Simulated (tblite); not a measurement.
Isomers of [C6H12P]- (charge -1). Method: GFN2-xTB as coded in tblite; computed harmonic values from a numerical Hessian at the method's own geometry, unscaled. This tight-binding method is rough: wavenumbers can miss measured ones by several per cent, in bad cases by 10 to 20. Modes of hydrogen on phosphorus can be 10 to 20 % off. One conformer each.

Electronic energies: GFN2-xTB at the same geometries; isomer energies are rough at this level and their order can be wrong.

```
         SMILES  electronic energy, lowest = 0 (kJ/mol)
 CC(C)[P-]C1CC1                                   135.2
C=C[P-]C(C)(C)C                                   120.8
  C=CC[P-]C(C)C                                   145.1
  [PH-]C1CCCCC1                                     0.0
  C/C=C/[P-]CCC                                   105.9
```

Q: How do GFN2-xTB zero-point energies change the relative energies?

A: 
```tsv
SMILES	ZPE (kJ/mol)	of it from modes above 1550 cm⁻¹	electronic (kJ/mol)	with ZPE, lowest = 0 (kJ/mol)	lowest mode (cm⁻¹)	rings
[PH-]C1CCCCC1	433.7	206.9	0.0	0.0	125	1
C/C=C/[P-]CCC	423.9	222.0	105.9	96.1	58	0
C=C[P-]C(C)(C)C	420.3	223.8	120.8	107.4	69	0
CC(C)[P-]C1CC1	425.6	213.9	135.2	127.2	34	1
C=CC[P-]C(C)C	421.4	223.5	145.1	132.8	41	0
```

The zero-point energies span 13.4 kJ/mol, from `C=C[P-]C(C)(C)C` to `[PH-]C1CCCCC1`. The order is unchanged.

Q: What do entropy and thermal enthalpy add at 298.15 K and 1 bar (rigid rotor, harmonic oscillator, one conformer each)?

A: 
| SMILES | point group | symmetry number | S (J/(mol K)) | H − H(0) (kJ/mol) | ZPE + H − H(0) − TS (kJ/mol) |
| --- | --- | --- | --- | --- | --- |
| [PH-]C1CCCCC1 | C1 | 1 | 353.5 | 22.22 | 350.5 |
| C/C=C/[P-]CCC | C1 | 1 | 404.1 | 28.14 | 331.5 |
| C=C[P-]C(C)(C)C | Cs | 1 | 394.6 | 28.28 | 331.0 |
| CC(C)[P-]C1CC1 | C1 | 1 | 398.0 | 26.79 | 333.8 |
| C=CC[P-]C(C)C | C1 | 1 | 402.3 | 28.04 | 329.5 |
